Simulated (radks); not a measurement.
W+, configuration [Kr] 4d10 4f14 5s2 5p5.75 5d4 6s1.25 (fractional occupations, a model configuration). Method: Dirac Kohn-Sham, PBE, spin-unpolarised, spherical densities, finite nucleus; open shells are shared between the two j in proportion to 2j + 1; Fermi nuclear charge, rms radius 5.3658 fm; computed with a radial shooting solver on a logarithmic mesh with Libxc functionals.

X-ray form factor f0, the Fourier transform of the density (f0(0) = 73):

| sin(theta)/lambda (1/angstrom) | f0 (electrons) |
|---|---|
| 0.05 | 72.025 |
| 0.1 | 69.469 |
| 0.15 | 66.084 |
| 0.2 | 62.463 |
| 0.25 | 58.887 |
| 0.3 | 55.454 |
| 0.4 | 49.141 |
| 0.5 | 43.642 |
| 0.6 | 38.919 |
| 0.8 | 31.314 |
| 1 | 25.598 |
| 1.25 | 20.632 |
| 1.5 | 17.503 |
| 2 | 13.867 |
